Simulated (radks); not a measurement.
Results of a calculation; reference values are marked as such.
Ionisation of K, [Ar] 4s1, to K+, [Ar], under several functionals. Dirac Kohn-Sham, spin-unpolarised, spherical densities, finite nucleus; a radial shooting solver on a logarithmic mesh with Libxc functionals.

functional,E(K) (hartree),Exc (hartree),IE (eV),-e(HOMO) (eV),<r> HOMO (bohr),IE error (eV)
RPBE,-602.25128,-33.53410,4.338,2.277,5.096,-0.003
PW91,-602.29804,-33.58185,4.345,2.329,5.023,+0.005
AM05,-600.70485,-31.94291,4.196,2.264,5.041,-0.145
exchange-only PBE,-601.35667,-32.61101,4.057,1.920,5.148,-0.284
HCTH/407,-602.42095,-33.74674,4.591,2.371,5.106,+0.250
exchange-only B88,-601.52302,-32.78405,3.891,1.878,5.177,-0.450
BP86,-602.36230,-33.64451,4.335,2.441,4.965,-0.005
PBE,-602.08908,-33.36606,4.314,2.319,5.007,-0.027
OLYP,-602.35487,-33.66579,4.295,2.074,5.157,-0.046

NIST Atomic Spectra Database: 4.341 eV (measured). Closest: RPBE. The Delta-SCF values span 0.70 eV, the total energies 1.72 hartree. The highest occupied level is 4s1/2. Spin polarisation and multiplet splitting are left out, so open shells lie too high by an amount that depends on their filling.

Beside tabulated values, note that spin-unpolarised runs miss the spin-polarisation part of the exchange energy of open shells.
